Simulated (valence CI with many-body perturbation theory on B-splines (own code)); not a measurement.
# E1 line list for Ag39+

Method: relativistic CI+MBPT: six valence electrons over a frozen Dirac-Fock core [He], radial functions for each j: 9 s, 9 p, 8 d, 6 f, 3 g, 1 h, with the one-electron correlation potential Σ1 (screened to all orders), the two-electron term Σ2, the three-electron term Σ3, Breit, model QED; selected single and double excitations, second order for the rest, scaled by the run's own slope (own B-spline code, finite nucleus).

The last digits are not significant, and no measured levels were compared; by estimate large intervals hold to a few tenths of a per cent, small ones and those within an open d or f shell to about a per cent. Among the levels kept, up to 2200 cm⁻¹ of a level comes from second order outside the variational space, and about a tenth of that is noise between levels of different J, which matters for small intervals.

Lines 151 to 200 of 224 in falling wavelength, among levels below 271.96 Ry, chosen from the strongest by gf and those to the six lowest levels. Wavelengths and rates use the calculated energies. Electric multipoles are in the length gauge with retardation, E1 and E2 with the static RPA response of the core. Weak lines are less certain than strong ones. Lines between different terms over intervals too small for the method are left out, as are lines whose strength nearly cancels. The highest levels of a list are the least certain.

Levels are named by their leading jj configuration (3d3/2^4 stands for four electrons in 3d with j = 3/2), which in mixed levels can hold well under half, so a name can repeat and another be missing. Letters in brackets count levels of one name in rising energy.

```csv
λ vac (nm),Upper,Lower,A (s⁻¹),S (a.u.)
0.3753,(2s^2 2p1/2^2 2p3/2 3d3/2) J=0,(2s^2 2p1/2 2p3/2^3) J=1,7.81e+10,2.04e-06
0.3753,(2s^2 2p1/2^2 2p3/2 3d5/2) J=2,(2s^2 2p1/2 2p3/2^3) J=2,7.05e+11,9.20e-05
0.3753,(2s 2p1/2^2 2p3/2^2 3s) J=1,(2s 2p1/2^2 2p3/2^3) J=2,6.10e+12,4.78e-04
0.3750,(2s^2 2p1/2 2p3/2^2 3d5/2) J=1 [b],(2s^2 2p3/2^4) J=0,2.87e+12,2.24e-04
0.3748,(2s^2 2p1/2 2p3/2^2 3s) J=1 [b],(2s^2 2p1/2 2p3/2^3) J=2,9.83e+12,7.66e-04
0.3740,(2s^2 2p1/2^2 2p3/2 3d5/2) J=3,(2s^2 2p1/2 2p3/2^3) J=2,2.65e+11,4.79e-05
0.3736,(2s^2 2p1/2^2 2p3/2 3d5/2) J=2,(2s^2 2p1/2 2p3/2^3) J=1,7.06e+10,9.09e-06
0.3734,(2s^2 2p1/2^2 2p3/2 3d5/2) J=1,(2s^2 2p1/2 2p3/2^3) J=2,1.78e+12,1.37e-04
0.3732,(2s^2 2p1/2 2p3/2^2 3s) J=0,(2s^2 2p1/2 2p3/2^3) J=1,1.50e+13,3.86e-04
0.3731,(2s^2 2p1/2 2p3/2^2 3s) J=1 [b],(2s^2 2p1/2 2p3/2^3) J=1,1.56e+12,1.20e-04
0.3717,(2s^2 2p1/2^2 2p3/2 3d5/2) J=1,(2s^2 2p1/2 2p3/2^3) J=1,1.39e+12,1.06e-04
0.3612,(2s^2 2p1/2 2p3/2^2 3s) J=1 [a],(2s^2 2p1/2^2 2p3/2^2) J=0,1.01e+10,7.03e-07
0.3593,(2s^2 2p1/2^2 2p3/2 3d3/2) J=1,(2s^2 2p1/2^2 2p3/2^2) J=0,1.15e+13,7.87e-04
0.3593,(2s^2 2p1/2 2p3/2^2 3d3/2) J=1 [a],(2s^2 2p1/2 2p3/2^3) J=2,6.97e+12,4.78e-04
0.3591,(2s^2 2p1/2 2p3/2^2 3d3/2) J=2 [a],(2s^2 2p1/2 2p3/2^3) J=2,1.64e+12,1.87e-04
0.3587,(2s^2 2p1/2 2p3/2^2 3s) J=2 [a],(2s^2 2p1/2^2 2p3/2^2) J=2,9.85e+12,1.12e-03
0.3586,(2s^2 2p1/2 2p3/2^2 3d3/2) J=3 [a],(2s^2 2p1/2 2p3/2^3) J=2,9.72e+10,1.55e-05
0.3580,(2s^2 2p1/2 2p3/2^2 3s) J=1 [a],(2s^2 2p1/2^2 2p3/2^2) J=2,8.27e+12,5.62e-04
0.3579,(2s^2 2p1/2 2p3/2^2 3d5/2) J=3 [a],(2s^2 2p1/2 2p3/2^3) J=2,8.26e+12,1.31e-03
0.3577,(2s^2 2p1/2 2p3/2^2 3d3/2) J=1 [a],(2s^2 2p1/2 2p3/2^3) J=1,1.47e+12,9.93e-05
0.3576,(2s^2 2p1/2 2p3/2^2 3d3/2) J=2 [a],(2s^2 2p1/2 2p3/2^3) J=1,4.67e+11,5.26e-05
0.3575,(2s^2 2p1/2 2p3/2^2 3d3/2) J=0,(2s^2 2p1/2 2p3/2^3) J=1,2.82e+13,6.36e-04
0.3572,(2s^2 2p1/2 2p3/2^2 3s) J=1 [b],(2s^2 2p1/2^2 2p3/2^2) J=0,4.78e+13,3.22e-03
0.3570,(2s^2 2p3/2^3 3s) J=2,(2s^2 2p1/2 2p3/2^3) J=2,1.06e+13,1.19e-03
0.3568,(2s^2 2p1/2 2p3/2^2 3d5/2) J=1 [a],(2s^2 2p1/2 2p3/2^3) J=2,1.67e+13,1.13e-03
0.3568,(2s^2 2p1/2 2p3/2^2 3s) J=3,(2s^2 2p1/2^2 2p3/2^2) J=2,2.76e+13,4.34e-03
0.3568,(2s^2 2p1/2^2 2p3/2 3d3/2) J=2,(2s^2 2p1/2^2 2p3/2^2) J=2,4.26e+12,4.78e-04
0.3565,(2s^2 2p1/2 2p3/2^2 3d3/2) J=2 [b],(2s^2 2p1/2 2p3/2^3) J=2,1.42e+13,1.59e-03
0.3565,(2s^2 2p1/2 2p3/2^2 3d3/2) J=3 [b],(2s^2 2p1/2 2p3/2^3) J=2,4.14e+11,6.48e-05
0.3564,(2s^2 2p3/2^3 3s) J=1,(2s^2 2p1/2 2p3/2^3) J=2,1.21e+13,8.10e-04
0.3564,(2s^2 2p1/2^2 2p3/2 3d3/2) J=3,(2s^2 2p1/2^2 2p3/2^2) J=2,2.09e+11,3.27e-05
0.3563,(2s^2 2p1/2 2p3/2^2 3s) J=2 [b],(2s^2 2p1/2^2 2p3/2^2) J=2,1.08e+13,1.20e-03
0.3561,(2s^2 2p1/2^2 2p3/2 3d3/2) J=1,(2s^2 2p1/2^2 2p3/2^2) J=2,3.54e+13,2.37e-03
0.3560,(2s^2 2p1/2^2 2p3/2 3d5/2) J=1,(2s^2 2p1/2^2 2p3/2^2) J=0,1.42e+14,9.48e-03
0.3557,(2s^2 2p1/2 2p3/2^2 3d3/2) J=1 [b],(2s^2 2p1/2 2p3/2^3) J=2,3.36e+13,2.24e-03
0.3555,(2s^2 2p1/2 2p3/2^2 3d5/2) J=2 [a],(2s^2 2p1/2 2p3/2^3) J=2,2.81e+13,3.11e-03
0.3555,(2s^2 2p3/2^3 3s) J=2,(2s^2 2p1/2 2p3/2^3) J=1,5.44e+13,6.03e-03
0.3553,(2s^2 2p1/2 2p3/2^2 3d5/2) J=1 [a],(2s^2 2p1/2 2p3/2^3) J=1,4.05e+13,2.69e-03
0.3550,(2s^2 2p1/2 2p3/2^2 3d3/2) J=2 [b],(2s^2 2p1/2 2p3/2^3) J=1,1.32e+12,1.45e-04
0.3549,(2s^2 2p1/2 2p3/2^2 3d3/2) J=2 [c],(2s^2 2p1/2 2p3/2^3) J=2,7.01e+12,7.73e-04
0.3548,(2s^2 2p3/2^3 3s) J=1,(2s^2 2p1/2 2p3/2^3) J=1,3.85e+13,2.55e-03
0.3546,(2s^2 2p1/2 2p3/2^2 3d5/2) J=1 [b],(2s^2 2p1/2 2p3/2^3) J=2,9.70e+13,6.40e-03
0.3545,(2s^2 2p1/2^2 2p3/2 3d5/2) J=2,(2s^2 2p1/2^2 2p3/2^2) J=2,1.21e+14,1.33e-02
0.3542,(2s^2 2p1/2 2p3/2^2 3d3/2) J=1 [b],(2s^2 2p1/2 2p3/2^3) J=1,5.35e+13,3.52e-03
0.3541,(2s^2 2p1/2 2p3/2^2 3d5/2) J=3 [b],(2s^2 2p1/2 2p3/2^3) J=2,1.72e+14,2.63e-02
0.3540,(2s^2 2p1/2 2p3/2^2 3s) J=1 [b],(2s^2 2p1/2^2 2p3/2^2) J=2,4.63e+11,3.05e-05
0.3540,(2s^2 2p1/2 2p3/2^2 3d5/2) J=2 [a],(2s^2 2p1/2 2p3/2^3) J=1,1.20e+14,1.31e-02
0.3540,(2s^2 2p1/2 2p3/2^2 3d5/2) J=0,(2s^2 2p1/2 2p3/2^3) J=1,1.20e+14,2.62e-03
0.3536,(2s^2 2p1/2 2p3/2^2 3d5/2) J=2 [b],(2s^2 2p1/2 2p3/2^3) J=2,1.76e+14,1.92e-02
0.3534,(2s^2 2p1/2^2 2p3/2 3d5/2) J=3,(2s^2 2p1/2^2 2p3/2^2) J=2,2.66e+14,4.06e-02
```
